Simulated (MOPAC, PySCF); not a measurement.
C2H2S, SMILES `S=C=C`, neutral singlet in the gas phase. 

Cartesian coordinates (Å):
```xyz
5

C     -0.5982    -0.0191     0.1250
C      0.6781     0.0217    -0.1417
S      2.1996     0.0703    -0.4596
H     -1.1370     0.8816     0.3916
H     -1.1425    -0.9544     0.0847
```
Charge 0, multiplicity 1.

All levels are single points at this geometry (B3LYP-D3(BJ)/def2-TZVP); Pople sets use spherical d functions. Orbital energies aren't observables, and empty levels follow the basis.

PM3 in MOPAC gives gap (eV) = 7.54.

Estimate the gap (eV) from each of these levels: B3LYP-D3(BJ)/def2-TZVP in PySCF; PBE-D3(BJ)/def2-TZVP in PySCF; B3LYP/6-311+G** in PySCF; B3LYP/LANL2DZ in PySCF; BP86/6-31G* in PySCF; M06-2X/6-31G* in PySCF; SVWN5/6-31G* in PySCF; PM7 in MOPAC.


```
level                            gap (eV)
-------------------------------  --------
B3LYP-D3(BJ)/def2-TZVP in PySCF      4.03
PBE-D3(BJ)/def2-TZVP in PySCF        2.45
B3LYP/6-311+G** in PySCF             4.03
B3LYP/LANL2DZ in PySCF               4.13
BP86/6-31G* in PySCF                 2.45
M06-2X/6-31G* in PySCF               6.48
SVWN5/6-31G* in PySCF                2.42
PM7 in MOPAC                         7.58
```
